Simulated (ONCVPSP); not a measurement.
## Plane-wave convergence, ONCV potential for Sc (Z = 21)

```
Element                 : Sc
Generator               : ONCVPSP 4.0.1
Type                    : optimised norm-conserving Vanderbilt (ONCV)
Functional              : PBE
Relativity              : scalar-relativistic
Frozen core             : [Ne]
Valence charge          : 11
Reference configuration : 3s2 3p6 3d1 4s2
Partial waves           : 3s+4s: rc 1.90 bohr, ncon 4, nbas 7, qcut 6 1/bohr, 3 projectors, debl 1.8 Ha; 3p: rc 1.40 bohr, ncon 4, nbas 7, qcut 9.1 1/bohr, 2 projectors, debl 0.7 Ha; 3d: rc 2.80 bohr, ncon 4, nbas 9, qcut 5.3 1/bohr, 2 projectors, debl 2.1 Ha; f scattering state at 0.02 Ha: rc 2.30 bohr, ncon 5, nbas 9, qcut 4.4 1/bohr, 3 projectors, debl 3.4 Ha
Local potential         : polynomial inside 0.90 bohr (lpopt 1, dvloc0 0 Ha)
Core correction         : Teter function, fcfact 4.7, rcfact 1.2
```

In the p channel the program set the typed energies aside and used -1.236, 0.250 Ha.

Question: For each optimised wave give the share of its norm inside rc, the residual kinetic energy above qcut (Ha) and the cutoffs (Ha) for errors of 10, 1, 0.1 and 0.01 mHa per electron.

Answer:

| wave | norm inside rc | residual KE | 10 mHa | 1 mHa | 0.1 mHa | 0.01 mHa |
| --- | --- | --- | --- | --- | --- | --- |
| 3s | 0.962 | 4.8e-06 | 4.8 | 10.1 | 14.2 | 17.0 |
| 4s | 0.057 | 8.2e-06 | 3.6 | 6.1 | 14.0 | 17.6 |
| s projector 3 | 0.185 | 1.9e-04 | 6.0 | 14.8 | 19.6 | 35.0 |
| 3p | 0.731 | 8.5e-07 | 12.6 | 16.2 | 27.2 | 35.2 |
| p projector 2 | 0.078 | 5.9e-07 | 10.5 | 14.6 | 19.6 | 33.8 |
| 3d | 0.829 | 8.6e-06 | 9.1 | 11.0 | 12.6 | 14.7 |
| d projector 2 | 0.223 | 6.8e-04 | 11.5 | 14.1 | 39.1 | 52.2 |
| f projector 1 | 0.000 | 1.3e-02 | 43.1 | not reached | not reached | not reached |
| f projector 2 | 0.217 | 5.3e-01 | 76.1 | 83.2 | 98.0 | 120.4 |
| f projector 3 | 0.151 | 9.6e-01 | 92.5 | 101.3 | 117.6 | 144.0 |

The occupied waves need 16 Ha and 27 Ha for 1 and 0.1 mHa. Rows with under 1 % of the norm inside rc give no meaningful cutoff. The cutoffs count occupied waves only; projector 3 of the f channel, the hardest unoccupied one, needs 101 Ha at the loose tolerance. Note: ghosts flagged at negative energy: f at -484.4 eV; GHOST(+) flagged for s at 315.9 eV, f at 586.8 eV. A true bound ghost makes a file unfit for plane-wave use. 1 of 4 tests not solved or not reliable.
